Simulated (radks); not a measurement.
Results of a calculation; reference values are marked as such.
The calcium ion Ca2+, 18 electrons, occupied as [Ar]. Code: a radial shooting solver on a logarithmic mesh with Libxc functionals. Model: non-relativistic Kohn-Sham, r2SCAN, spin-polarised, spherical densities, point nucleus; meta-GGA in the generalised Kohn-Sham scheme.

Normalised radial functions P(r) = r R(r), r in bohr:

r,2p,3p
0.002501,0.0015,0.0005
0.003179,0.0024,0.0008
0.004009,0.0039,0.0013
0.005097,0.0062,0.0021
0.006428,0.0097,0.0033
0.008171,0.0154,0.0052
0.01031,0.0239,0.0081
0.0131,0.0376,0.0127
0.01652,0.0579,0.0196
0.021,0.0895,0.0303
0.02649,0.1349,0.0456
0.03367,0.2034,0.0687
0.04246,0.2973,0.1002
0.05398,0.4307,0.1447
0.06808,0.6000,0.2007
0.08654,0.8176,0.2711
0.1091,1.0603,0.3466
0.1387,1.3207,0.4206
0.175,1.5400,0.4683
0.2224,1.6774,0.4647
0.2805,1.6703,0.3806
0.3566,1.4921,0.1905
0.4533,1.1655,-0.0964
0.5717,0.7855,-0.4254
0.7268,0.4297,-0.7399
0.9166,0.1947,-0.9286
1.165,0.0648,-0.9414
1.469,0.0159,-0.7892
1.868,0.0025,-0.5383
2.356,0.0002,-0.2991
2.995,0.0000,-0.1247
3.777,0.0000,-0.0393

2p: eigenvalue -353.99 eV, 0 radial nodes, <r> = 0.328 bohr, 90 % of the charge inside 0.540 bohr. 3p: eigenvalue -43.760 eV, 1 radial node at r = 0.421 bohr, <r> = 1.26 bohr, 90 % of the charge inside 1.93 bohr.
